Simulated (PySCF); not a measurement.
**How methods differ on the ionisation energy of Tm⁶¹⁺**

Tm⁶¹⁺ [He] 2s2 2p4 (3P) → Tm⁶²⁺ [He] 2s2 2p3 (4S), as a difference of total energies. Calculation: PySCF 2.14, in an uncontracted even-tempered set (15 s from 37 bohr⁻², ratio 2.5; 9 p from 48 bohr⁻², ratio 2.5; 5 d from 190 bohr⁻², ratio 2.7; 4 f from 280 bohr⁻², ratio 2.7); the non-relativistic Hamiltonian (point nucleus). Correlated levels: nothing frozen; virtual orbitals above 40 to 60 times the deepest correlated orbital energy dropped. The calculations carry no spin-orbit coupling.

```tsv
method	ionisation energy (eV)
UHF	13811.8
LDA	13804.7
PBE	13814.5
PBE0	13814.4
r2SCAN	13816.6
r2SCAN0	13815.8
TPSSh	13816.8
MP2 (all electrons)	13813.3
SCS-MP2 (all electrons)	13813.4
```

Spin-orbit coupling is strong in these open shells (close to jj coupling). The scalar numbers leave it out and a first-order estimate fails, so it can dominate the gap to the real levels.

The gap to the reference is mostly relativistic.

For comparison: 13988 ± 12 eV (theoretical estimate listed by NIST; NIST Atomic Spectra Database, ionization energies).
